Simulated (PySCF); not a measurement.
# Radial density of Si+ (silicon, charge +1)

UHF, [Ne] 3s2 3p1, 2P determinant. All numbers are calculated (PySCF 2.14, the spin-free X2C one-electron Hamiltonian (Gaussian nucleus), in cc-pVTZ-DK (5s4p2d1f, 34 functions)).

| r (bohr) | 4πr²ρ (e/bohr) | 4πr²(ρα − ρβ) |
| --- | --- | --- |
| 0.00151 | 0.05798 | 0.0000 |
| 0.00254 | 0.1523 | 0.0000 |
| 0.00427 | 0.3960 | 0.0000 |
| 0.00718 | 1.003 | 0.0000 |
| 0.0121 | 2.420 | 0.0000 |
| 0.0203 | 5.345 | 0.0000 |
| 0.0342 | 10.16 | 0.0003 |
| 0.0575 | 15.02 | 0.0022 |
| 0.0967 | 14.93 | 0.0112 |
| 0.163 | 10.19 | 0.0391 |
| 0.274 | 11.59 | 0.0787 |
| 0.460 | 14.03 | 0.0544 |
| 0.774 | 5.988 | -0.0009 |
| 1.30 | 1.607 | 0.2414 |
| 2.19 | 1.420 | 0.4620 |
| 3.68 | 0.2755 | 0.1330 |
| 6.19 | 0.009008 | 0.0069 |

Densities and radii are taken from the X2C orbitals without a picture-change correction, which distorts them close to the nucleus.
